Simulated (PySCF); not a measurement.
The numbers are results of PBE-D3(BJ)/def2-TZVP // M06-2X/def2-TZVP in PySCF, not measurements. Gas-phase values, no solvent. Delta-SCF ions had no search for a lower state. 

Reference species (SMILES): `[NH2+]=C=O` (charge +1, multiplicity 1).

The HOMO–LUMO gap comes out as 6.00 eV, the vertical ionisation energy (Delta-SCF) comes out as 20.08 eV and the S1 oscillator strength comes out as 0.000.

Changed species: `N=C=[OH+]` (not the most basic site) (proton added at O3; the reference has proton added at N1).

Question: Predict the effect on the HOMO–LUMO gap, vertical ionisation energy (Delta-SCF) and S1 oscillator strength.

Answer: the HOMO–LUMO gap goes up by 1.61 eV, to 7.61 eV; the vertical ionisation energy (Delta-SCF) decreases by 0.06 eV, to 20.02 eV; the S1 oscillator strength stays essentially unchanged.
